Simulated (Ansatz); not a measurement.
Total energies of CH$_{7}$NOSi (`OCN[SiH3]`).

```xyz
11

O     0.6462   -0.8493    2.0183
C    -0.3352   -0.4271    1.1053
N     0.1014   -0.5208   -0.2559
Si   -0.0528    0.7359   -1.4198
H     1.4548   -0.3719    1.8075
H    -1.2014   -1.0632    1.3136
H    -0.6305    0.6155    1.2932
H     0.2507   -1.4687   -0.5669
H     0.3803    2.0081   -0.7826
H    -1.4342    0.9509   -1.9422
H     0.8207    0.3907   -2.5706
```

The species carries charge 0 and has multiplicity 1. All single points use the PBE0-D4/def2-TZVP geometry. It is one conformer, not always the lowest. Basis def2-TZVPP, Ansatz.

RPA on PBE orbitals: Hartree–Fock energy of these orbitals -460.23238 Eh, correlation -1.25536 Eh (frozen core).

| functional | kind | energy without D4 (Eh) | D4 term (kJ/mol) |
| --- | --- | --- | --- |
| LDA (SPW92) | LDA | -459.32300 | – |
| PBE | GGA | -461.51512 | -18.0 |
| revPBE | GGA | -461.75572 | -60.8 |
| BLYP | GGA | -461.81209 | -40.4 |
| r2SCAN | meta-GGA | -461.75244 | -4.5 |
| B97M-V | meta-GGA with VV10 | -461.76567 | – |
| PBE0 | global hybrid, 25 % exact exchange | -461.55687 | -15.1 |
| B3LYP | global hybrid, 20 % | -461.90432 | -28.8 |
| r2SCANh | meta-GGA hybrid, 10 % | -461.74223 | -4.7 |
| r2SCAN0 | meta-GGA hybrid, 25 % | -461.72792 | -5.2 |
| HSE06 (plane-wave form) | screened hybrid | -461.54129 | -13.9 |
| BHLYP | global hybrid, 50 % | -461.78066 | -20.6 |
| CAM-B3LYP | range-separated hybrid | -461.81229 | -15.1 |
| LC-ωPBE | long-range corrected hybrid | -461.68752 | – |
| ωB97X-V | range-separated hybrid GGA with VV10 | -461.77566 | – |
| ωB97M-V | range-separated hybrid meta-GGA with VV10 | -461.77879 | – |
| B2PLYP | double hybrid | -461.62224 | – |
| PBE-QIDH | double hybrid | -461.45105 | – |

B3LYP takes the VWN-RPA correlation (the form of Gaussian; ORCA's B3LYP/G). HSE06 is the plane-wave form, built on full-range PBE exchange. The double hybrids freeze the cores in their second-order part.

LC-ωPBE has ω = 0.4 bohr⁻¹.
